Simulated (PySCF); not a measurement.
# Excitation energy of Tb by level of theory

Tb [Xe] 4f9 6s2 (high-spin determinant) → Tb [Xe] 4f9 5d1 6s1 (high-spin determinant), as a difference of total energies. Calculation: PySCF 2.14, in x2c-TZVPPall (11s7p7d4f2g, 113 functions); the spin-free X2C one-electron Hamiltonian (Gaussian nucleus). Correlated levels: valence: [Kr] 4d10 frozen; valence and next inner shell: [Ar] 3d10 frozen. The calculations carry no spin-orbit coupling.

```tsv
method	excitation energy (cm⁻¹)
UHF	12527
LDA	13660
PBE	12423
PBE0	12554
r2SCAN	9655.1
SCS-MP2 (valence)	17284
MP2 (valence and next inner shell)	15767
```

Problem. Estimate what SCS-MP2 (valence and next inner shell) gives.

Solution. 17394 cm⁻¹, closest to SCS-MP2 (valence) among the rows shown.

Problem. Estimate what MP2 (valence) gives.

Solution. 15527 cm⁻¹, closest to MP2 (valence and next inner shell) among the rows shown.

A first-order spin-orbit estimate (lowest level to lowest level, LS coupling) adds 0.067 eV.

In the upper state the promoted electron has a positive orbital energy at LDA, PBE, r2SCAN, so the basis confines it.

The determinant of the upper state and of the lower state mixes LS terms, which raises its energy above the lowest term, most at the Hartree-Fock and MP2 levels.
